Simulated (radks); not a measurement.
Rb III, 35 electrons, occupied as [Ar] 3d10 4s2 4p5. All-electron calculation, scalar-relativistic Kohn-Sham, r2SCAN, spin-polarised, spherical densities, finite nucleus; open shells are filled with parallel spins first (spin-orbit coupling, left out, can overturn this in heavy ions); meta-GGA in the generalised Kohn-Sham scheme; Fermi nuclear charge, rms radius 4.2036 fm. Program: a radial shooting solver on a logarithmic mesh with Libxc functionals.

Normalised radial functions P(r) = r R(r), r in bohr:

```
   r/bohr * 3p down, o 4s up (the largest magnitude, 1.51, reaches the edge; | marks zero, & curves that meet)
 0.002988                             *o
 0.003891                             *o
 0.005027                             * o
 0.006545                             * o
 0.008523                             |*o
   0.0111                             |* o
  0.01445                             | *o
  0.01882                             |  &
   0.0245                             |  o*
   0.0319                             |  o  *
  0.04154                             |o      *
  0.05366                             o          *
  0.06988                           o |            *
  0.09099                        o    |              *
   0.1185                        o    |            *
   0.1543                         o   |       *
   0.2009                            &|
   0.2616                *            |   o
   0.3406      *                      |       o
   0.4435  *                          |       o
   0.5729     *                       | o
    0.746             *        o      |
   0.9714               o     *       |
    1.265            o             *  |
    1.647               o            *|
    2.145                    o        *
    2.793                         o   *
    3.636                            o*
    4.735                             &
```

3p down: eigenvalue -249.56 eV, 1 radial node at r = 0.194 bohr, <r> = 0.518 bohr, 90 % of the charge inside 0.787 bohr. 4s up: eigenvalue -52.053 eV, 3 radial nodes at r = 0.0515, 0.209, 0.616 bohr, <r> = 1.43 bohr, 90 % of the charge inside 2.09 bohr.
